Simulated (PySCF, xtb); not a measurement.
## AlGaH3O2+: which of two structures lies lower

Structure X: a singlet given by its coordinates. Structure Y: a singlet given by its coordinates. Both are isolated ions in the gas phase, relaxed with BLYP-D3(BJ)/def2-SVP.

X (Å):

```
atom    x (Å)    y (Å)    z (Å)
  Al   0.0532  -0.0334   0.6872
  Ga   1.7894  -1.1126  -2.3264
   O  -1.5482  -0.1747   1.1801
   O   0.1915  -0.8135  -0.9511
   H  -2.0684   0.0882   1.9566
   H   1.4162   0.5443   1.1910
   H  -0.6726  -1.1739  -1.2588
```

Close contacts (Å): Al1–O3 1.68, Al1–O4 1.82, Ga2–O4 2.13, Al1–H6 1.56, O3–H5 0.97, O4–H7 0.99.

Y (Å):

| atom | x (Å) | y (Å) | z (Å) |
| --- | --- | --- | --- |
| Al | 0.7400 | -0.0318 | 0.4653 |
| Ga | 3.4001 | 2.3422 | 0.4436 |
| O | -0.0017 | -0.4022 | 2.1937 |
| O | 1.9560 | 1.0938 | 0.6806 |
| H | 0.3210 | 0.0251 | 3.0194 |
| H | -0.7328 | -1.0237 | 2.4113 |
| H | -0.0537 | -0.9159 | -0.5472 |

Close contacts (Å): Al1–O3 1.92, Al1–O4 1.67, Ga2–O4 1.92, Al1–H7 1.56, O3–H5 0.98, O3–H6 0.98.

Quicker runs give these differences E(Y) − E(X): GFN2-xTB +73.7 kJ/mol; HF/STO-3G −26.2 kJ/mol (at GFN2-xTB geometries); r2SCAN-D4/def2-SVP +30.6 kJ/mol (at GFN2-xTB geometries).

Task: Estimate E(Y) − E(X) at the level CCSD(T)/def2-SVP + ΔMP2/def2-TZVPP.

Result: Calculated at CCSD(T)/def2-SVP + ΔMP2/def2-TZVPP: E(Y) − E(X) = +40.9 kJ/mol, so structure X lies lower.

The same difference at several levels:

| level | geometry | E(Y) − E(X) (kJ/mol) | departure from the last row (kJ/mol) | job, with rough time for the two |
| --- | --- | --- | --- | --- |
| GFN2-xTB | GFN2-xTB | +73.7 | +32.8 | optimisation, 0.35 s |
| HF/STO-3G | GFN2-xTB | −26.2 | −67.2 | single point, 2.4 s |
| r2SCAN-D4/def2-SVP | GFN2-xTB | +30.6 | −10.3 | single point, 29 s |
| BLYP-D3(BJ)/def2-SVP | BLYP-D3(BJ)/def2-SVP | +35.8 | −5.1 | optimisation, 3.5 min |
| HF/def2-SVP | BLYP-D3(BJ)/def2-SVP | +44.6 | +3.7 | part of the CCSD(T) run |
| MP2/def2-SVP | BLYP-D3(BJ)/def2-SVP | +29.6 | −11.3 | part of the CCSD(T) run |
| CCSD(T)/def2-SVP | BLYP-D3(BJ)/def2-SVP | +33.6 | −7.3 | single point |
| CCSD(T)/def2-SVP + ΔMP2/def2-TZVPP | BLYP-D3(BJ)/def2-SVP | +40.9 |  | single point, 1.7 min |

HF/STO-3G puts the two in the other order. The largest departure from CCSD(T)/def2-SVP + ΔMP2/def2-TZVPP is that of HF/STO-3G, 67.2 kJ/mol. The last row adds to CCSD(T) the change of the MP2 difference between the two basis sets, here +7.3 kJ/mol.

With thermal terms from frequencies at re-optimised GFN2-xTB minima (ideal gas, soft modes damped towards free rotors, one conformer each, 298.15 K, 1 atm): the zero-point term adds −0.1 kJ/mol; ΔH is +41.0 and ΔG +41.3 kJ/mol.

The correlated steps freeze 16 core orbitals; the filled d shell of Ga is correlated, in a basis made for valence electrons. Codes used: PySCF 2.14.0, xtb 6.7.1; the last row on 2 threads of Arm Neoverse N1 on a shared host.
